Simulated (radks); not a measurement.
The numbers below are computed, except where a source is named.
Question: Br III, configuration [Ar] 3d10 4s2 4p3 (the NIST ground configuration). Code: a radial shooting solver on a logarithmic mesh with Libxc functionals. Model: scalar-relativistic Kohn-Sham, PBE, spin-polarised, spherical densities, finite nucleus; open shells are filled with parallel spins first; Fermi nuclear charge, rms radius 4.1629 fm. Some entries of the table are withheld. Estimate them.

orbital  occ.  eigenvalue (eV)  <r^2> (bohr^2)  <1/r> (bohr^-1)
1s up       1        -13342.28        0.002461            35.66
1s down     1        -13342.06        0.002461            35.66
2s up       1        -1757.161         0.04236            7.897
2s down     1        -1757.044         0.04236            7.897
2p up       3        -1552.722         0.03350            7.729
2p down     3        -1552.514         0.03350            7.729
3s up       1        -262.0740          0.3498            2.594
3s down     1        -261.7806          0.3494            2.594
3p up       3        -197.5072          0.3728            2.441
3p down     3        -197.1736          0.3719            2.442
3d up       5         -90.7367          0.4324            2.152
3d down     5         -90.3010          0.4265            2.159
4s up       1         -43.0593             (1)           0.8322
4s down     1         -39.8249             (2)           0.8391
4p up       3         -29.4361           3.873           0.7096
4p down     0         -26.1866           4.012           0.7044
5s up       0         -12.3799           16.83           0.3363
4d up       0         -12.2821           9.277           0.4565

Answer: 
(1) 4s up <r^2> (bohr^2): 2.866
(2) 4s down <r^2> (bohr^2): 2.869
